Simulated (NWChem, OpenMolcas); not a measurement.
**How methods differ on InN2H5 (SMILES [NH2][InH][NH2])**

InN2H5 has 8 atoms, charge 0, and is taken as a singlet. SMILES: `[NH2][InH][NH2]`. The shape is that of a PBE0-D4/def2-TZVP optimisation.

Each level gives the vertical energy of the triplet above the singlet (eV). The values are calculated.

```
                                                    level                   kind     program  value (eV)  less CCSD(T)/def2-SVP  CPU time (all runs)
                             HF/def2-SVP (core potential)           Hartree–Fock  OpenMolcas        4.99                  +0.06                 48 s
                            PBE/def2-SVP (core potential)                    GGA  OpenMolcas        4.13                  -0.80              1.9 min
                         revPBE/def2-SVP (core potential)                    GGA  OpenMolcas        4.13                  -0.80              2.2 min
                         r2SCAN/def2-SVP (core potential)               meta-GGA  OpenMolcas        4.19                  -0.74              2.5 min
                          BHLYP/def2-SVP (core potential)          global hybrid  OpenMolcas        5.08                  +0.15              1.8 min
                           PBE0/def2-SVP (core potential)          global hybrid      NWChem        4.78                  -0.15              1.9 min
                            MP2/def2-SVP (core potential)    perturbation theory      NWChem        5.20                  +0.27                2 min
CCSD(T)/def2-SVP (core potential), open shells restricted  coupled cluster or CI  OpenMolcas        4.93                   0.00              3.5 min
```

Differences are taken from CCSD(T)/def2-SVP (core potential), open shells restricted for orientation; it has basis-set and higher-order errors of its own. Spin-orbit coupling, which can split open shells on such heavy atoms by tenths of an eV, is left out. The values span 4.13 to 5.20 eV. In the correlated wave-function rows the outer d shell of In is correlated, in sets not made for it. The upper state's dipole differs much between rows, so they may not all be the same state. CPU times are rough (shared hosts, several kinds of processor and program).
